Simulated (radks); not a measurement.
Valence configurations of Br (all share [Ar]). Method: Dirac Kohn-Sham, PBE, spin-unpolarised, spherical densities, finite nucleus; open shells are shared between the two j in proportion to 2j + 1; Fermi nuclear charge, rms radius 4.1629 fm; computed with a radial shooting solver on a logarithmic mesh with Libxc functionals. Energies are relative to 3d10 4s2 4p5; eigenvalues in eV.

valence          E (eV)  e(3d3/2)  e(3d5/2)  e(4p1/2)  e(4p3/2)  e(4s1/2)
3d10 4s2 4p5      0.000   -67.337   -66.252    -8.195    -7.699   -20.128
3d9.5 4s2 4p5.5  30.767   -73.454   -72.340    -8.876    -8.337   -21.252
3d10 4s1 4p6     12.361   -68.883   -67.797    -8.807    -8.291   -20.918
3d9 4s2 4p6      64.290   -79.696   -78.554    -9.559    -8.975   -22.361

NIST lists [Ar] 3d10 4s2 4p5 as the ground configuration; this level of theory agrees among the configurations tried. The energies are those of spherical spin-averaged densities, not of single terms.
